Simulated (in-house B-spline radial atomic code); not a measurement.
**The ruthenium ion Ru⁺: [Kr] 4d7**

Level of theory: Dirac-Hartree-Fock, average of configuration, Fermi nucleus of rms radius 4.4809 fm; calculated with a radial B-spline atomic code at the basis-set limit.

Screening seen three ways: the hydrogenic charge with the same mean radius, Z_r = [3n² - l(l+1)]/(2<r>), the one with the same energy, Z_e = n√(-2ε), and Slater's rules. Values are occupation-weighted means over j. An effective charge above Z reflects the relativistic contraction of the inner shells.

```tsv
shell	electrons	ε (eV)	<r> (bohr)	Z_r	Z_e	Slater
1s	2	-22258	0.03343	44.87	40.45	43.70
2s	2	-3285.6	0.145	41.37	31.08	39.85
2p	6	-2938.5	0.1269	39.41	29.39	39.85
3s	2	-618.99	0.4	33.75	20.23	32.75
3p	6	-501.56	0.4007	31.19	18.21	32.75
3d	10	-311.97	0.3831	27.41	14.37	22.85
4s	2	-101.23	1.029	23.33	10.91	16.25
4p	6	-66.061	1.137	20.23	8.81	16.25
4d	7	-17.804	1.619	12.97	4.58	5.90
```

The least bound orbital is 4d5/2 at -17.66 eV, and it is also the most diffuse (<r> = 1.627 bohr).

Spin-orbit splittings of the orbital energies (j = l + 1/2 above j = l - 1/2 when positive): 2p 131.7 eV, 3p 23.13 eV, 3d 4.451 eV, 4p 3.569 eV, 4d 0.3549 eV.

For the 1s electron the small component carries 2.58 % of the norm, the zero-frequency Breit interaction raises the level by 44.92 eV, self-energy by 24.78 eV, and vacuum polarisation lowers it by 2.96 eV.

The density falls to 0.001 bohr⁻³ at 3.762 bohr; Σ<r²> = 36.963 bohr² gives, by the non-relativistic formula and without the paramagnetism of open shells, a Langevin diamagnetic susceptibility of -29.27×10⁻⁶ cm³/mol.
